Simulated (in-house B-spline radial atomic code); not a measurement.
Configurations of the terbium ion Tb³⁺, with energies counted from [Xe] 4f8. All numbers are computed (scalar-relativistic (X2C) B97-1, spin-polarised, spherical fractional occupations; Fermi nucleus of rms radius 5.06 fm) with a B-spline radial code for spherical atoms, not measured. Shells without spins written out take the highest spin.

Caution: exact exchange at fractional occupations of open shells leaves self-interaction of up to several eV.

Occupations are held fixed; configurations that lie above the ionisation limit could autoionise.

| configuration | E - E(ref) (eV) | highest orbital | its <r> (bohr) |
| --- | --- | --- | --- |
| [Xe] 4f7 5d1 | 5.8792 | 5d up | 2.04 |
| [Kr] 4d10 4f8 5s2 5p5 6s1 | 30.867 | 6s up | 2.986 |
| [Kr] 4d10 4f(6 up, 3 down) 5s2 5p(2 up, 3 down) | 32.744 | 4f down | 0.8918 |
| [Kr] 4d10 4f8 5s2 5p5 6p1 | 37.021 | 6p up | 3.548 |
| [Kr] 4d10 4f(6 up, 2 down) 5s2 5p(3 up, 2 down) 5d(1 up, 0 down) | 37.515 | 5d up | 2.073 |
| [Kr] 4d10 4f8 5s2 5p5 5f1 | 45.726 | 5f up | 4.389 |
| [Kr] 4d10 4f8 5s2 5p5 6f1 | 50.205 | 6f up | 7.48 |
| [Kr] 4d9 4f8 5s2 5p6 6s1 | 161 | 6s up | 2.961 |

Order these further configurations by energy, lowest first.
A. [Xe] 4f7 6f1
B. [Kr] 4d10 4f(3 up, 5 down) 5s2 5p(2 up, 3 down) 6f(1 up, 0 down)
C. [Xe] 4f(6 up, 2 down)
D. [Kr] 4d9 4f8 5s2 5p6 6p1
E. [Xe] 4f7 5f1

C (8.7371 eV), E (23.708 eV), A (28.207 eV), B (65.237 eV), D (167.22 eV).

How far above the reference does [Kr] 4d9 4f9 5s2 5p6 lie?

150.44 eV; its least bound orbital is 4f down with <r> = 0.8588 bohr.

How far above the reference does [Xe] 4f(5 up, 3 down) lie?

14.004 eV; its least bound orbital is 4f down with <r> = 0.841 bohr.

How far above the reference does [Kr] 4d(4 up, 5 down) 4f(2 up, 6 down) 5s2 5p6 6s(1 up, 0 down) lie?

171.93 eV; its least bound orbital is 6s up with <r> = 2.988 bohr.
